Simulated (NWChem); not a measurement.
Molecule: GaH2S2F; SMILES [F][Ga]([SH])[SH]

```xyz
6

Ga    -0.2516    -0.0068     0.0007
F     -1.9983     0.1091     0.0005
S      0.8431     1.8888     0.0019
H     -0.3051     2.6034     0.0022
S      0.6024    -2.0188    -0.0003
H      1.8715    -1.5523     0.0001
```
Atoms are numbered in this order, from 1.

Level: PBE0/def2-SVP (NWChem), optimised geometry, unscaled harmonic frequencies. 

```
frequency (cm⁻¹)  IR intensity (km/mol)
----------------  ---------------------
103                                 4.9
150                                11.2
163                                22.5
209                                44.0
266                                 1.8
376                                 2.6
458                                69.6
683                                 1.8
709                                66.0
729                                19.2
2714                                5.5
2715                                0.4
```

* **zero-point energy**: 13.3 kcal/mol
* **thermal correction to the enthalpy at 298.15 K (with zero-point energy)**: 18.1 kcal/mol
* **heat capacity Cv**: 20.6 cal/(mol K)
* **entropy at 298.15 K and 1 atm (symmetry number 1)**: 83.7 cal/(mol K)
* **dipole moment**: 1.76 D

Rigid rotor and harmonic oscillator.
